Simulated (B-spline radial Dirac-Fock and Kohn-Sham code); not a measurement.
**What relativity does to the binding energies of Ge⁶⁺**

System: Ge⁶⁺, 1s2 2s2 2p6 3s2 3p6 3d8.

Both columns are ΔSCF binding energies of the configuration average from a radial B-spline solver: non-relativistic Hartree-Fock with a point nucleus, and Dirac-Fock with a finite nucleus and the Coulomb interaction alone, averaged over the two j levels with weights 2j+1.

| shell | Hartree-Fock (eV) | Dirac-Fock (eV) | shift (eV) | shift (%) |
| --- | --- | --- | --- | --- |
| 1s | 11096.8 | 11254.1 | +157.39 | +1.42 |
| 2s | 1513.1 | 1548.3 | +35.17 | +2.32 |
| 2p | 1350.3 | 1358.3 | +8.09 | +0.60 |
| 3s | 297.0 | 303.2 | +6.21 | +2.09 |
| 3p | 241.0 | 242.6 | +1.59 | +0.66 |
| 3d | 146.8 | 146.0 | -0.80 | -0.55 |

Relativity binds 1s, 2s, 2p, 3s, 3p more strongly, among those listed most of all 2s in relative terms, and 3d more weakly, because the contracted s and p shells screen the nucleus better.

Values without a named source are computed, but for edge energies of neutral atoms, which are taken from tables.
